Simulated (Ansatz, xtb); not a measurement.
# Two structures of BGaH2SeSn

We compare X, a singlet given by its coordinates, with Y, a singlet given by its coordinates. Both are isolated molecules in the gas phase, relaxed with B3LYP-D3(BJ)/def2-SVP.

X (Å):

```
atom    x (Å)    y (Å)    z (Å)
   B   0.7140  -0.0946   0.3421
  Ga   0.3095   0.2819  -1.8482
  Se   0.3323  -0.4537   2.2837
  Sn  -1.7041  -0.2544   0.7731
   H   1.2229  -1.0027  -0.3293
   H   1.1533   1.0211   0.0314
```

Close contacts (Å): B1–Ga2 2.26, B1–Se3 2.01, B1–Sn4 2.46, Ga2–Sn4 3.35, Se3–Sn4 2.54, B1–H5 1.24, B1–H6 1.24, Ga2–H5 2.19, Ga2–H6 2.19.

Y (Å):

```xyz
6

B    -0.0217    0.7473   -0.7357
Ga   -0.3144   -1.8844   -0.3937
Se    0.3546   -0.0486    1.2682
Sn    1.9949    1.5673   -0.0441
H    -1.0439    1.3747   -0.8491
H     0.1609   -0.1494   -1.5819
```

Close contacts (Å): B1–Ga2 2.67, B1–Se3 2.19, B1–Sn4 2.28, Ga2–Se3 2.57, Se3–Sn4 2.65, B1–H5 1.20, B1–H6 1.25, Ga2–H6 2.16.

Energies in hartree; the thermal terms are from B3LYP-D3(BJ)/def2-SVP harmonic frequencies (ideal gas, rigid rotor, one conformer each, 600 K, 1 atm) and include the zero-point energy:

```
                               X            Y
E, CCSD(T)/def2-SVP  −4562.428378  −4562.426396
    E, MP2/def2-SVP  −4562.386078  −4562.384386
  E, MP2/def2-TZVPP  −4563.249555  −4563.249288
  zero-point energy      0.021924      0.021569
       H(600 K) − E      0.040399      0.040478
       G(600 K) − E     −0.058064     −0.059057
```

Question: Correct the CCSD(T) difference for the basis set by the MP2 change, then work out ΔE, ΔE₀, ΔH and ΔG for X → Y in kJ/mol (1 Eh = 2625.50 kJ/mol) and the equilibrium ratio [Y]/[X].

Answer: 1. Differences Y − X: CCSD(T) +0.001982, MP2 in the small set +0.001692, MP2 in the large set +0.000267 Eh.
2. ΔE = +0.001982 + (+0.000267 − (+0.001692)) = +0.000557 Eh = +1.46 kJ/mol.
3. ΔE₀ = ΔE + ΔZPE = +0.000557 + (−0.000355) Eh = +0.53 kJ/mol.
4. ΔH = ΔE + (+0.000079) Eh = +1.67 kJ/mol.
5. ΔG = ΔE + (−0.000993) Eh = −1.14 kJ/mol, so ΔS = (ΔH − ΔG)/T = +4.7 J/(mol K).
6. kT = 1.9001 mEh, so K = [Y]/[X] = exp(−ΔG/kT) = exp(+0.23) ≈ 1.3.

The two are too close for this level to say which is favoured. An error of 4 kJ/mol in ΔG would change K by a factor of 2.2. Mirror images and further conformers aren't counted.

Other levels gave ΔE = +2.9 (B3LYP-D3(BJ)/def2-SVP); −14.5 (HF/def2-SVP); +4.4 (MP2/def2-SVP); +5.2 (CCSD(T)/def2-SVP) kJ/mol. The correlated steps freeze 23 core orbitals; the filled d shell of Ga and Se and Sn is correlated, in a basis made for valence electrons. Atoms past krypton carry core potentials in the def2 sets, without spin–orbit terms. Programs: Ansatz 0.2.0.
